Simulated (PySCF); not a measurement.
C3H7BF2O, SMILES CO[C@H](C)B(F)F.

Geometry: B3LYP-D3(BJ)/def2-SVP. The structure was generated by enumeration; whether it is a known compound was not checked. One conformer was computed; it need not be the lowest.

Two levels are set side by side: TDA-PBE/def2-SVPD (PySCF) and TDA-ωB97X/def2-SVPD (PySCF). Vertical, same geometry. The lowest singlet is HOMO→LUMO 100 % with PBE and HOMO→LUMO 67 %, HOMO→LUMO+1 21 % with the other functional; states are paired by order. Differences are taken from unrounded values.

```json
[
 {"quantity": "lowest singlet excitation (eV)", "TDA-PBE": "5.15"},
 {"quantity": "lowest triplet excitation (TDA) (eV)", "TDA-PBE": "5.01"}
]
```

Problem. These are the TDA-PBE values. What does TDA-ωB97X give? (The exact figures need the calculation; the answer reports its results.)

Solution. 
```json
[
 {"quantity": "lowest singlet excitation (eV)", "TDA-ωB97X": "7.37", "TDA-PBE minus TDA-ωB97X": "-2.22"},
 {"quantity": "lowest triplet excitation (TDA) (eV)", "TDA-ωB97X": "7.09", "TDA-PBE minus TDA-ωB97X": "-2.08"}
]
```

Functionals without exact exchange tend to place singlet excitations lower, as here. Differences between two approximate levels are no errors against the true value.

Rough cost on one machine, each run with all the roots and properties that it gave: TDA-ωB97X against TDA-PBE about 4 times.
